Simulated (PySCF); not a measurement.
Cd(I)(SeH) (CdHISe), SMILES [SeH][Cd][I]. Geometry optimised at PBE0-D3(BJ)/def2-SVP. The structure was generated by enumeration; whether it is a known compound was not checked. The def2 effective core potentials stand for the cores of Cd, I; spin–orbit coupling is left out. Other conformers were not sampled.

Task: Give the equilibrium geometry at PBE0-D3(BJ)/def2-SVP (PySCF confirms it by a frequency run) as a Z-matrix, and its point group. (Estimate from the structure and the level; the computed values follow.)

Result: One answer among several that fit: point group Cs.
```
Cd
Se 1 2.4573
H 2 1.4732 1 91.00
I 1 2.5991 3 149.56 2 180.00
```
